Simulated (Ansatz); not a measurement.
C₁₂H₈F₂I, that is bis(4-fluorophenyl)iodonium with one electron more. The state is a doublet with charge 0. Geometry r2SCAN-D4/def2-SVP, that of the charge +1 singlet; atoms count from 1.

```tsv
atom	x (Å)	y (Å)	z (Å)
F1	0.001	-0.411	5.012
C2	0.454	-0.403	3.772
C3	0.357	-1.572	3.011
C4	0.835	-1.572	1.701
C5	1.389	-0.388	1.207
I6	2.114	-0.370	-0.796
C7	0.322	0.089	-1.851
C8	-0.039	1.432	-1.995
C9	-1.217	1.722	-2.681
C10	-1.981	0.670	-3.198
F11	-3.095	0.951	-3.848
C12	-1.605	-0.669	-3.053
C13	-0.429	-0.972	-2.366
C14	1.497	0.786	1.958
C15	1.018	0.772	3.267
H16	-0.086	-2.468	3.453
H17	0.771	-2.480	1.097
H18	0.572	2.245	-1.592
H19	-1.549	2.754	-2.826
H20	-2.231	-1.456	-3.480
H21	-0.121	-2.014	-2.248
H22	1.945	1.696	1.551
H23	1.078	1.659	3.903
```

In the def2 sets I takes a core potential; there is no spin–orbit coupling.

(1) Estimate the Mulliken populations from the PBE0/def2-SVP orbitals of Ansatz.

(2) Where does the spin sit?

(3) And the Mayer bond orders between heavy atoms (over 0.3)?

Answers

(1) 
| atom | charge (e) | spin (α − β) |
| --- | --- | --- |
| F1 | -0.19 | 0.00 |
| C2 | 0.28 | 0.04 |
| C3 | -0.09 | -0.01 |
| C4 | 0.03 | 0.02 |
| C5 | -0.22 | 0.19 |
| I6 | 0.27 | 0.50 |
| C7 | -0.22 | 0.18 |
| C8 | 0.03 | 0.02 |
| C9 | -0.09 | -0.02 |
| C10 | 0.28 | 0.04 |
| F11 | -0.19 | 0.00 |
| C12 | -0.09 | -0.01 |
| C13 | 0.03 | 0.02 |
| C14 | 0.03 | 0.01 |
| C15 | -0.09 | -0.01 |
| H16 | 0.04 | 0.00 |
| H17 | 0.03 | 0.01 |
| H18 | 0.03 | 0.01 |
| H19 | 0.04 | 0.00 |
| H20 | 0.04 | 0.00 |
| H21 | 0.03 | 0.01 |
| H22 | 0.03 | 0.01 |
| H23 | 0.04 | 0.00 |
Mulliken values depend strongly on the basis.

(2) Summed by element: F 0.00, C 0.46, I 0.50, H 0.04, of 1 unpaired in all. Largest on single atoms: I6 0.50, C5 0.19, C7 0.18.

(3) F1–C2 1.06 (1.32 Å); C2–C3 1.36 (1.40 Å); C2–C15 1.36 (1.40 Å); C3–C4 1.39 (1.39 Å); C4–C5 1.38 (1.40 Å); C5–I6 0.77 (2.13 Å); C5–C14 1.39 (1.40 Å); I6–C7 0.78 (2.13 Å); C7–C8 1.38 (1.40 Å); C7–C13 1.39 (1.40 Å); C8–C9 1.39 (1.39 Å); C9–C10 1.36 (1.40 Å); C10–F11 1.06 (1.32 Å); C10–C12 1.36 (1.40 Å); C12–C13 1.40 (1.39 Å); C14–C15 1.39 (1.39 Å).
